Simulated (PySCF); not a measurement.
(E)-1-chloro-3,3-difluoroprop-1-ene (C3H3ClF2), SMILES FC(F)/C=C/Cl. The structure is a stationary point at PBE-D3(BJ)/def2-SVP. The values are those of a single conformer.

### Question
Give the equilibrium geometry at PBE-D3(BJ)/def2-SVP (PySCF confirms it by a frequency run) as bond lengths and angles. (An estimate is asked for; the answer gives what the named calculation found.)

### Answer
One answer among several that fit: 
Atoms: F1 C2 F3 C4 C5 Cl6 H7 H8 H9. Bonds (Å): F1–C2 1.372, C2–F3 1.368, C2–C4 1.501, C2–H7 1.117, C4–C5 1.343, C4–H8 1.101, C5–Cl6 1.728, C5–H9 1.100. Angles (°): F1–C2–F3 108.1, F1–C2–C4 109.8, F1–C2–H7 107.3, F3–C2–C4 111.4, F3–C2–H7 107.8, C4–C2–H7 112.3, C2–C4–C5 122.0, C2–C4–H8 116.3, C5–C4–H8 121.7, C4–C5–Cl6 123.6, C4–C5–H9 122.2, Cl6–C5–H9 114.1.
